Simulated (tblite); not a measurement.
Species: C₅H₁₀BFS₂.
Numbering: `[CH3:1][CH2:2][CH2:3][C@@H:4]1[S:5][BH:6][S:7][C@@H:8]1[F:9]` (hydrogens: H10, H11, H12 on C1; H13, H14 on C2; H15, H16 on C3; H17 on C4; H18 on B6; H19 on C8)

Computed with GFN2-xTB (tblite), gas phase: L-BFGS steps from a force-field or distance-geometry start until the largest atomic force falls under 0.01 eV/Å.

Step 8: E = -770.1304 eV
```
atom  x, y, z in Å  |  force x, y, z in eV/Å
C1      2.9651    0.0624    0.2007   -0.145  -0.155  -0.063
C2      1.5723   -0.5525    0.0475   -0.040   0.298  -0.159
C3      0.4974    0.5315    0.2234    0.279  -0.209  -0.086
C4     -0.8944   -0.0457    0.1178    0.044   0.228   0.175
S5     -1.2856   -0.7762   -1.5320   -0.461  -0.328   0.365
B6     -2.9269   -1.1505   -0.8775   -0.203   0.535  -0.459
S7     -3.5927    0.1289    0.2090    0.075  -0.433  -0.250
C8     -1.9751    0.9482    0.5379   -0.017  -0.318   0.113
F9     -1.8099    2.1723   -0.0352   -0.240  -0.219  -0.121
H10     3.7281   -0.7036    0.0732   -0.014   0.082   0.024
H11     3.0729    0.5089    1.1891    0.026  -0.049  -0.080
H12     3.1197    0.8389   -0.5486   -0.001  -0.089   0.076
H13     1.4576   -1.0001   -0.9499    0.095   0.090   0.243
H14     1.4201   -1.3394    0.7932    0.053   0.086  -0.064
H15     0.5931    0.9728    1.2205    0.068   0.118  -0.115
H16     0.6184    1.3033   -0.5407    0.070   0.021   0.142
H17    -0.9898   -0.9233    0.7566    0.135   0.062   0.386
H18    -3.5724   -2.0667   -1.1857   -0.028   0.139  -0.143
H19    -2.0077    1.1000    1.6228    0.304   0.142   0.016
```

Step 9: E = -770.1932 eV
```
atom  x, y, z in Å  |  force x, y, z in eV/Å
C1      2.9742    0.0648    0.2006   -0.320  -0.270  -0.092
C2      1.5792   -0.5513    0.0478   -0.204   0.423  -0.250
C3      0.5029    0.5438    0.2229    0.372  -0.402  -0.104
C4     -0.8899   -0.0399    0.1381    0.055   0.170  -0.158
S5     -1.2877   -0.8183   -1.5118   -0.466  -0.197   0.546
B6     -2.9553   -1.1679   -0.9116    0.145   0.846  -0.126
S7     -3.5818    0.0974    0.2286    0.038  -0.382  -0.278
C8     -1.9717    0.9543    0.5480   -0.060  -0.532   0.043
F9     -1.8261    2.1694   -0.0470   -0.245  -0.245  -0.099
H10     3.7304   -0.7088    0.0728    0.008   0.153   0.027
H11     3.0715    0.5076    1.1913    0.084  -0.031  -0.099
H12     3.1174    0.8403   -0.5524    0.061  -0.106   0.117
H13     1.4559   -0.9991   -0.9535    0.136   0.146   0.370
H14     1.4173   -1.3367    0.7936    0.087   0.110  -0.079
H15     0.6027    0.9836    1.2201    0.087   0.130  -0.117
H16     0.6328    1.3168   -0.5416   -0.013  -0.068   0.180
H17    -0.9768   -0.9090    0.7881    0.114   0.051   0.360
H18    -3.6172   -2.0563   -1.2451   -0.081   0.067  -0.171
H19    -1.9877    1.1185    1.6332    0.202   0.137  -0.070
```

Step 10: E = -770.2556 eV
```
atom  x, y, z in Å  |  force x, y, z in eV/Å
C1      2.9791    0.0642    0.1995   -0.347  -0.271  -0.084
C2      1.5840   -0.5460    0.0466   -0.274   0.394  -0.244
C3      0.5129    0.5536    0.2215    0.290  -0.425  -0.086
C4     -0.8820   -0.0321    0.1589    0.039  -0.017  -0.381
S5     -1.2970   -0.8690   -1.4803   -0.210  -0.029   0.538
B6     -2.9794   -1.1758   -0.9436    0.035   0.556  -0.013
S7     -3.5676    0.0547    0.2474   -0.080  -0.145  -0.145
C8     -1.9683    0.9545    0.5584   -0.098  -0.586  -0.026
F9     -1.8474    2.1621   -0.0600   -0.255  -0.295  -0.085
H10     3.7326   -0.7109    0.0728    0.032   0.153   0.017
H11     3.0716    0.5054    1.1903    0.117  -0.010  -0.076
H12     3.1165    0.8393   -0.5534    0.111  -0.082   0.100
H13     1.4556   -0.9954   -0.9520    0.144   0.145   0.329
H14     1.4153   -1.3302    0.7911    0.098   0.094  -0.049
H15     0.6149    0.9964    1.2165    0.111   0.128  -0.084
H16     0.6481    1.3294   -0.5394   -0.077  -0.111   0.145
H17    -0.9611   -0.8898    0.8260    0.116   0.052   0.314
H18    -3.6734   -2.0429   -1.3197    0.170   0.369  -0.031
H19    -1.9643    1.1417    1.6416    0.076   0.082  -0.140
```

Q: Estimate the geometry and energy of step 11. (The exact step hangs on the optimiser's Hessian estimate; all steps are aligned on step 10, rigid shifts and turns removed.)

A: E = -770.3079 eV, largest force 0.932 eV/Å
```
atom  x, y, z in Å  |  force x, y, z in eV/Å
C1      2.9778    0.0604    0.1972   -0.199  -0.120  -0.031
C2      1.5853   -0.5375    0.0433   -0.203   0.139  -0.079
C3      0.5216    0.5535    0.2187    0.017  -0.193  -0.005
C4     -0.8779   -0.0334    0.1735    0.029  -0.233  -0.394
S5     -1.3124   -0.8978   -1.4539    0.121   0.047   0.380
B6     -3.0140   -1.1523   -0.9950    0.423   0.688   0.466
S7     -3.5692    0.0327    0.2459   -0.167   0.065   0.065
C8     -1.9720    0.9388    0.5679   -0.079  -0.394  -0.094
F9     -1.8736    2.1394   -0.0739   -0.218  -0.291  -0.055
H10     3.7338   -0.7109    0.0737    0.036   0.097  -0.007
H11     3.0726    0.5019    1.1872    0.117   0.008  -0.046
H12     3.1166    0.8360   -0.5527    0.144  -0.035   0.054
H13     1.4624   -0.9922   -0.9454    0.082   0.081   0.100
H14     1.4194   -1.3221    0.7870    0.066   0.060  -0.007
H15     0.6252    1.0086    1.2090    0.112   0.064  -0.048
H16     0.6575    1.3366   -0.5330   -0.127  -0.131   0.036
H17    -0.9448   -0.8790    0.8646    0.108   0.083   0.154
H18    -3.6805   -2.0278   -1.3399   -0.163   0.078  -0.269
H19    -1.9377    1.1542    1.6480   -0.099  -0.012  -0.221
```

The energy changes by -0.0523 eV. The first-order estimate −F·Δx gives -0.0913 eV and the mean of the old and new forces, exact on a quadratic surface, -0.0526 eV. The step makes an angle of 61° with the force vector and moves no atom by more than 0.066 Å.

What follows is the cost of the whole relaxation. The run took 0.69 s of wall time on an Arm Neoverse V2 with one thread, no GPU, shared host with 32 logical CPUs at a one-minute load of 28.
